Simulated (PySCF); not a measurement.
C3H10Si, triplet, at the geometry of the source list (a higher spin typed on purpose: for a closed-shell molecule this is an excited state). Base run: PBE0/6-31G in PySCF.

PySCF was given this input:
```python
from pyscf import gto, scf, dft

mol = gto.Mole()
mol.atom = '''
    Si    0.06090000    0.22490000    0.46560000
    C    -0.93200000    1.38420000   -0.67160000
    C     1.76960000   -0.11080000   -0.30300000
    C    -0.87690000   -1.41820000    0.67490000
    H     0.23360000    0.86220000    1.78490000
    H    -1.08030000    0.94810000   -1.65580000
    H    -1.91320000    1.59710000   -0.25810000
    H    -0.42270000    2.33340000   -0.80880000
    H     2.36230000   -0.76890000    0.32530000
    H     1.68360000   -0.58130000   -1.27870000
    H     2.33130000    0.80940000   -0.43310000
    H    -1.02380000   -1.91880000   -0.27830000
    H    -1.85700000   -1.25970000    1.11460000
    H    -0.33550000   -2.10170000    1.32220000
'''
mol.basis = '6-31g'
mol.spin = 2
mol.verbose = 4
mol.build()

mf = dft.UKS(mol)
mf.xc = 'pbe0'
mf.kernel()
mo_i, mo_e, stable_i, stable_e = mf.stability(internal=True, external=False, return_status=True, nroots=6, tol=1e-6)
print('internally stable:', stable_i, ' externally stable:', stable_e)
if not stable_i:
    umf = mf.copy()
    umf.scf_summary = {}
    umf.kernel(umf.make_rdm1(mo_i, mf.mo_occ))
```

The bond that is stretched is that between atoms 5 and 1. A test that says stable can miss a lower solution.

The base run was repeated with changes; each row names its change, and settings that it needs were set with it.

```json
[
 {"change": "base", "ΔE vs base (kcal/mol)": "0.000", "<S^2>": "2.003", "stability test says": "internally stable (external not tested)"},
 {"change": "bond × 1.25", "ΔE vs base (kcal/mol)": "-45.85", "<S^2>": "2.002", "stability test says": "internally stable (external not tested)"},
 {"change": "bond × 1.5", "ΔE vs base (kcal/mol)": "-82.4", "<S^2>": "2.002", "stability test says": "internally stable (external not tested)"},
 {"change": "bond × 1.8", "ΔE vs base (kcal/mol)": "-102.5", "<S^2>": "2.001", "stability test says": "internally stable (external not tested)"},
 {"change": "bond × 2.2", "ΔE vs base (kcal/mol)": "-111.7", "<S^2>": "2.001", "stability test says": "internally stable (external not tested)"},
 {"change": "bond × 3.0", "ΔE vs base (kcal/mol)": "-114.6", "<S^2>": "2.001", "stability test says": "internally stable (external not tested)"}
]
```

On stretching, the SCF can end on different states; <S^2> shows the spin contamination of each.
